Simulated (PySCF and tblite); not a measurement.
Results of a calculation; reference values are marked as such.
2 diastereomers of C₃H₁₁F₃Si₃, numbered alike:

```csv
isomer,SMILES,descriptors (one enantiomer)
A,[CH3:1][Si@@H:2]([SiH3:3])[Si@H:4]([CH3:5])[C:6]([F:7])([F:8])[F:9],"2S, 4R"
B,[CH3:1][Si@H:2]([SiH3:3])[Si@H:4]([CH3:5])[C:6]([F:7])([F:8])[F:9],"2R, 4R"
```

Each isomer is a Boltzmann average at 298.15 K over at most 4 conformers: GFN2-xTB geometries, energies B3LYP/pcSseg-1 (IEF-PCM, methanol) (D3(BJ) added where defined), GFN2-xTB thermal terms. Programs: PySCF with density fitting and tblite.

**Question.** Rank the isomers by free energy at 298.15 K.

**Answer.** 
```json
{"isomer": "B", "ΔG (kcal/mol)": "0.0", "ΔE, lowest conformer": "0.0", "conformers": "3", "largest weight %": "86", "rms dipole (D)": "3.36"}
{"isomer": "A", "ΔG (kcal/mol)": "0.5", "ΔE, lowest conformer": "0.7", "conformers": "3", "largest weight %": "63", "rms dipole (D)": "3.55"}
```

ΔG is for one enantiomer.

**Question.** If they could interconvert freely, what would the mixture hold (chiral isomers as racemates)?

**Answer.** B 69 %, A 31 %. A racemate gains RT ln 2.

At least one structure keeps an imaginary mode at the tight-binding level.
